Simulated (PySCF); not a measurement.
**From computed data to an observable: entropy of an ideal gas**

VO2F, SMILES [O]=[V](=[O])[F], multiplicity 1.

Geometry: PBE-D3(BJ)/def2-SVP. The spin state was assumed, not searched.

PBE-D3(BJ)/def2-SVP (PySCF 2.14.0) gives the harmonic wavenumbers 178, 252, 386, 741, 1072, 1076 cm⁻¹ and the rotational temperatures 0.4173, 0.3017, 0.1870 K. The molar mass is 101.94 g/mol, the symmetry number 1, the spin multiplicity 1.

Work out the entropy at 298.15 K and 1 atm in the rigid-rotor, harmonic-oscillator model.


Translation (Sackur–Tetrode at 1 atm): S = R[1.5 ln M + 2.5 ln T − 1.16487] = 166.4 J/(mol K).
Rotation: q = (√π/σ) T^1.5/√(θA θB θC) = 59500, S = R[ln q + 3/2] = 103.9 J/(mol K).
Vibration: with u = 1.4388 ν/T, each mode gives R[u/(e^u − 1) − ln(1 − e^−u)]:
```csv
ν (cm⁻¹),modes,u,S (J/(mol K))
178,1,0.86,9.83
252,1,1.22,7.18
386,1,1.86,4.25
741,1,3.58,1.09
1072,1,5.17,0.29
1076,1,5.19,0.29
```
These are all the modes. Sum 22.9 J/(mol K).
Spin: R ln 1 = 0.0 J/(mol K).
Total 293.2 J/(mol K); the program's own thermochemistry gives 293.2. Translation makes up 57 % and vibration 8 %. Anharmonicity, hindered rotation and orbital degeneracy are left out.
